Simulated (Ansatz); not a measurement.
Cu2Te2. The state is a quintet with charge 0. Geometry PBE-D4/def2-SVP; atoms count from 1.

| atom | x (Å) | y (Å) | z (Å) |
| --- | --- | --- | --- |
| Cu1 | -1.068 | 0.931 | 1.230 |
| Cu2 | 1.062 | -0.930 | -1.235 |
| Te3 | -0.710 | -1.481 | 0.504 |
| Te4 | 0.716 | 1.480 | -0.498 |

In the def2 sets Te takes a core potential; there is no spin–orbit coupling. At PBE0-D4/def2-TZVP a triplet of charge 0 lies 2.56 eV below the quintet, each at its own geometry. The structure comes from a short search, and lower isomers may exist.

Problem. Estimate the Mulliken populations from the PBE0/def2-TZVP orbitals of Ansatz.

Solution. 
```tsv
atom	charge (e)	spin (α − β)	d electrons
Cu1	-0.05	0.71	9.75
Cu2	-0.05	0.71	9.75
Te3	0.05	1.29	–
Te4	0.05	1.29	–
```
Mulliken values and Mayer orders depend strongly on the basis.

Problem. Where does the spin sit?

Solution. Summed by element: Cu 1.43, Te 2.57, of 4 unpaired in all. Largest on single atoms: Te4 1.29, Te3 1.29, Cu2 0.71.

Problem. And the Mayer bond orders between bonded heavy atoms (over 0.3)?

Solution. Cu1–Te3 0.74 (2.54 Å); Cu1–Te4 0.74 (2.54 Å); Cu2–Te3 0.74 (2.54 Å); Cu2–Te4 0.74 (2.54 Å). Values over 0.3 also appear between atoms too far apart for a bond (Cu1–Cu2 0.39 at 3.75 Å; Te3–Te4 0.60 at 3.44 Å); they arise where an orbital or an unpaired electron spreads over both atoms.
